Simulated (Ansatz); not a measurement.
Geometry optimisation, RKS PBE/def2-SVP in Ansatz 0.2.0.

Input file:

```yaml
crystal:
  periodic: [false, false, false]
  atoms:
    - { symbol: Mo, position_ang: [0.0, 0.0, 0.0] }
    - { symbol: Cl, position_ang: [0.0, 0.0, 2.66] }
    - { symbol: F, position_ang: [1.77, 0.0, 0.0] }
    - { symbol: Cl, position_ang: [0.0, 2.31, 0.0] }
    - { symbol: Cl, position_ang: [-2.31, 0.0, 0.0] }
    - { symbol: Cl, position_ang: [0.0, -2.31, 0.0] }
    - { symbol: F, position_ang: [0.0, 0.0, -1.77] }
    - { symbol: Br, position_ang: [-1.989, 1.7476, 0.8797] }
    - { symbol: H, position_ang: [-1.1234, 0.9871, 2.1967] }
basis:
  gaussian: { orbitals: def2-SVP }
hamiltonian:
  xc: pbe
relax:
  f_tol: 0.15
  max_steps: 25
  restrain:
    - { distance: [0, 7], at: 3.69, k: 30.0 }
    - { distance: [8, 1], at: 2.57, k: 30.0 }
    - { distance: [0, 1], at: 2.31, k: 30.0 }
    - { distance: [8, 7], at: 1.55, k: 30.0 }
```

Command:

```bash
$ ansatz run input.yaml --threads 4 --pin off --max-ram 5120MiB --backend cpu --events-out ev --progress --plain --runs-dir out
```

Task: Where does it end, and by what steps?

Result: The forces met the threshold. The restraints hold the end off the free minimum. After 9 steps the energy has fallen by 7.956 eV (the restraints' own energy left out); H9 moved furthest, 1.21 Å. The start is strongly strained (largest force component 9 eV/Å), so its close contacts needn't be bonds. Parted: Mo1–Br8 (2.79 → 3.74 Å), Cl4–Br8 (2.25 → 3.15 Å), Cl5–Br8 (1.98 → 3.19 Å).

```
step  energy less start (eV)  largest force component (eV/Å)  accepted
   0                  0.0000                           9.102       yes
   1                 -2.7393                           6.501       yes
   2                 -4.5647                           5.277       yes
   3                 -6.1758                           3.202       yes
   4                 -7.3723                           1.894       yes
   5                 -7.7922                           1.666       yes
   6                 -7.8834                           1.765       yes
   7                 -7.9158                           1.769       yes
   8                 -7.9380                           1.873       yes
   9                 -7.9560                           1.816       yes
```

```xyz
9
Properties=species:S:1:pos:R:3
Mo 0.085 -0.113 -0.110
Cl 0.032 0.014 2.196
F 1.951 -0.123 -0.014
Cl 0.193 2.165 -0.392
Cl -2.186 -0.216 -0.352
Cl 0.189 -2.426 0.027
F 0.257 -0.272 -1.964
Br -2.192 2.260 1.662
H -1.981 1.447 2.913
```

Time of the run: 2.3 min on 4 threads of AMD EPYC 7571, with other jobs on the host, peak memory 0.37 GiB.
